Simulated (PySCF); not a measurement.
# B³⁺ (boron, charge +3) across methods

1s2, closed-shell 1S. Calculation: PySCF 2.14, in aug-cc-pVQZ with one added diffuse shell each of s, p, d, f, g type (7s6p5d4f3g, 105 functions); the non-relativistic Hamiltonian (point nucleus).

```json
{"method": "PBE0", "E (hartree)": "-21.9941", "mean ε 1s (eV)": "-238.55", "Σ⟨r²⟩ (bohr²)": "0.2869", "⟨S²⟩": "0.000"}
{"method": "B97-3", "E (hartree)": "-22.0392", "mean ε 1s (eV)": "-239.41", "Σ⟨r²⟩ (bohr²)": "0.2857", "⟨S²⟩": "0.000"}
{"method": "LDA", "E (hartree)": "-21.7428", "mean ε 1s (eV)": "-229.07", "Σ⟨r²⟩ (bohr²)": "0.2916", "⟨S²⟩": "0.000"}
{"method": "HSE06", "E (hartree)": "-21.9975", "mean ε 1s (eV)": "-238.16", "Σ⟨r²⟩ (bohr²)": "0.2869", "⟨S²⟩": "0.000"}
{"method": "UHF", "E (hartree)": "-21.98616", "mean ε 1s (eV)": "-259.65", "Σ⟨r²⟩ (bohr²)": "0.2839", "⟨S²⟩": "0.000"}
{"method": "BP86", "E (hartree)": "-22.0224", "mean ε 1s (eV)": "-231.57", "Σ⟨r²⟩ (bohr²)": "0.2867", "⟨S²⟩": "0.000"}
{"method": "r2SCAN", "E (hartree)": "-22.0330", "mean ε 1s (eV)": "-234.30", "Σ⟨r²⟩ (bohr²)": "0.2856", "⟨S²⟩": "0.000"}
{"method": "LC-wPBE", "E (hartree)": "-21.9895", "mean ε 1s (eV)": "-237.34", "Σ⟨r²⟩ (bohr²)": "0.2884", "⟨S²⟩": "0.000"}
```

Task: Estimate the same row for PBE.

Result: E (hartree) = -21.9814; mean ε 1s (eV) = -231.24; Σ⟨r²⟩ (bohr²) = 0.2882; ⟨S²⟩ = 0.000.
